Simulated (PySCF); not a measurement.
# EPR parameters of H9O3Si4

Compound: H9O3Si4 (doublet state).
Cartesian coordinates in Å at the GFN2-xTB level; atoms count from 1:
```
atom  x, y, z in Å
Si1    2.352   -0.689   -0.066
O2     1.446    0.055   -1.194
Si3    0.008    0.745   -1.457
O4    -1.153   -0.380   -1.426
Si5   -1.758   -1.609   -0.549
O6    -0.281    1.860   -0.323
Si7   -0.598    2.061    1.260
H8     2.944    0.345    0.784
H9     3.336   -1.397   -0.878
H10    1.522   -1.598    0.730
H11   -0.924   -2.785   -0.798
H12   -1.753   -1.265    0.876
H13   -3.107   -1.733   -1.090
H14   -2.023    1.802    1.467
H15   -0.231    3.458    1.469
H16    0.213    1.138    2.057
```

The hyperfine couplings belong to this conformer and change with its torsions.

Identity: `[SiH3]O[Si](O[SiH3])O[SiH3]` [radical].

Method used: UKS B3LYP, pcH-1 on H O Si, non-relativistic, mean-field spin-orbit, GIAO (PySCF). Geometry: GFN2-xTB, one conformer, isolated molecule. A GFN2-xTB geometry isn't a minimum of the functional, and hyperfine couplings can be far from their values at a DFT geometry, by a factor of two or more for some ions and for spin on atoms past the first row. No stability test was run, so a lower SCF solution isn't excluded.

```json
{"g1, g2, g3": "2.00092, 2.00092, 2.00201", "g_iso": "2.00128", "Form of g": "axial", "⟨S²⟩": "0.7508 (exact 0.7500)", "α and β electrons": "45, 44", "HOMO–LUMO gap, α and β orbitals": "5.48, 6.01 eV", "Basis functions": "305"}
```

Hyperfine couplings atom by atom, in G; T1 to T3 are the principal values of the dipolar part; ρ(0) is the spin density at the nucleus (MHz turned into gauss with g_iso; 10 G = 1 mT):

```
atom  isotope   a_iso  of which spin–orbit     T1    T2    T3  Mulliken spin population  ρ(0) (bohr⁻³)
 Si1     29Si    -8.4                  0.0   -2.7   1.3   1.4                      0.02         0.0264
  O2      17O   -42.6                  0.0   -5.4   2.5   2.9                      0.02         0.1969
 Si3     29Si  -443.5                  0.3  -44.7  22.4  22.4                      0.86         1.3988
  O4      17O   -42.5                  0.0   -5.4   2.5   2.9                      0.02         0.1965
 Si5     29Si    -8.3                  0.0   -2.7   1.3   1.4                      0.02         0.0262
  O6      17O   -42.6                  0.0   -5.4   2.5   2.9                      0.02         0.1969
 Si7     29Si    -8.3                  0.0   -2.7   1.3   1.4                      0.02         0.0263
  H8       1H     0.0                  0.0   -0.5  -0.3   0.8                      0.00         0.0000
  H9       1H     0.0                  0.0   -0.4  -0.3   0.8                      0.00         0.0000
 H10       1H     1.0                  0.0   -0.5  -0.3   0.8                      0.00         0.0006
 H11       1H     0.0                  0.0   -0.5  -0.3   0.8                      0.00         0.0000
 H12       1H     1.0                  0.0   -0.5  -0.3   0.8                      0.00         0.0006
 H13       1H     0.0                  0.0   -0.4  -0.3   0.8                      0.00         0.0000
 H14       1H     0.0                  0.0   -0.5  -0.3   0.8                      0.00         0.0000
 H15       1H     0.0                  0.0   -0.4  -0.3   0.8                      0.00         0.0000
 H16       1H     1.0                  0.0   -0.5  -0.3   0.8                      0.00         0.0006
```

The largest Mulliken spin population is on Si3 (+0.86). The angles at Si3 add up to 329.4°, so it is pyramidal.

Under fast tumbling the dipolar parts average out, and these isotropic splittings remain: 9 × 1H (H8 (×9), I = 1/2, 10 lines) with 0.03 mT.

Nuclei that the bonding pattern makes equivalent are averaged, as if the motion that swaps them (rotation, inversion, ring flip) were fast.

The 29Si coupling of Si3 (-1242.2 MHz) shows only in satellite lines or after enrichment, since that isotope makes up about 4.7 % of natural silicon.

The 17O coupling of O2/O4/O6 (mean -119.3 MHz) shows only in satellite lines or after enrichment, since that isotope makes up about 0.038 % of natural oxygen.

Time: 2.1 min of wall time. Hardware: an Arm Neoverse V2 with one thread (shared host).
